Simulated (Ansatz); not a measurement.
Computed with Ansatz on PBE0-D4/def2-TZVP structures; ΔE is electronic, products minus reactants. CCSD(T)/CBS adds triple-zeta CCSD(T) − MP2 to the extrapolated MP2 energy (def2 sets, frozen cores). This one scheme is used for every species. Functionals use def2-TZVPP. def2 core potentials past Kr. For Sn outer-core shells are correlated without core-valence functions, which leaves a few kJ/mol of doubt a bond. Each species was taken in one conformer, which may not be the lowest.

`[CH3][SnH]([Cl])[O][SiH3]` + H₂ → `[CH3][SnH2][Cl]` + `O[SiH3]`  (hydrogenolysis of the Sn–O bond)

```
           level  ΔE (eV)
          B2PLYP     0.28
            BLYP     0.22
          r2SCAN     0.30
         LC-ωPBE     0.18
CCSD(T)/def2-SVP     0.29
   HF/def2-TZVPP     0.14
  MP2/def2-TZVPP     0.37
   HF/def2-QZVPP     0.17
```

Task: What does CCSD(T)/CBS give? (Best estimate.)

Result: The calculation gave: +0.37 eV. The listed levels differ from it by -0.09, -0.15, -0.07, -0.19, -0.08, -0.23, 0.00, -0.20 eV.

Task: What do rigid-rotor, harmonic-oscillator terms from PBE0-D4/def2-TZVP frequencies (298.15 K, 1 bar) make of the CCSD(T)/CBS value? (Best estimate.)

Result: Ansatz gave: ΔZPE = +0.16 eV, ΔH = +0.47 eV, ΔS = 22 J/(mol·K), ΔG = +0.40 eV. Modes under 50 cm⁻¹ make the entropy rough.

Largest T1 diagnostic among the species: 0.012.

At CCSD(T), def2-SVP lies −0.09 eV from the extrapolated value and def2-TZVPP −0.07 eV. From r2SCAN to r2SCAN0 (25 % exact exchange), in def2-TZVPP and without D4, ΔE moves by −0.07 eV. In def2-TZVPP, CCSD(T) changes the Hartree–Fock value by +0.16 eV (the triples alone add +0.05 eV) and MP2 by +0.23 eV.

CCSD(T)/CBS has its own doubt, a few kJ/mol and more with outer-core shells, so smaller differences from it don't rank the levels.
